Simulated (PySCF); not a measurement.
Geometries of 2 isomers of C3H4FNOSi, from PySCF, PBE0-D3(BJ)/def2-SVP geometry optimisation, gas phase. One conformer each, no zero-point energy, no frequencies.

Question: Which isomer lies lower at this level?
A.
```xyz
11
angstrom
N      0.090    2.449    0.159
C      0.113    1.290    0.161
Si     0.151   -0.569    0.132
O      1.449   -1.079   -0.785
C      2.773   -0.860   -0.657
C      3.367   -0.253    0.369
F      2.652    0.207    1.405
H     -1.046   -1.027   -0.608
H      0.175   -1.067    1.528
H      3.371   -1.232   -1.492
H      4.441   -0.082    0.446
```
B.
```xyz
11
angstrom
C      1.663    0.307    0.567
C      1.381   -0.488   -0.465
O      0.160   -0.673   -1.026
Si    -1.304    0.001   -0.705
F     -2.354   -0.719   -1.680
C     -1.804   -0.412    1.030
N     -2.102   -0.640    2.126
H      2.690    0.365    0.928
H      0.907    0.901    1.088
H      2.144   -1.088   -0.968
H     -1.341    1.461   -0.910
```

Answer: B. That is `C=CO[Si@@H](F)C#N`, 45.2 kcal/mol below the other.

```json
{"SMILES": "C=CO[Si@@H](F)C#N", "atoms numbered as above": "[CH2:1]=[CH:2][O:3][Si@@H:4]([F:5])[C:6]#[N:7]", "E (Eh)": "-635.24409", "relative (kcal/mol)": "0.0", "relative (kJ/mol)": "0.0", "dipole (D)": "2.99"}
{"SMILES": "N#C[SiH2]O/C=C\\F", "atoms numbered as above": "[N:1]#[C:2][SiH2:3][O:4]/[CH:5]=[CH:6]\\[F:7]", "E (Eh)": "-635.17205", "relative (kcal/mol)": "45.2", "relative (kJ/mol)": "189.2", "dipole (D)": "3.45"}
```

As drawn, the lower has an Si–F bond, which the higher lacks.
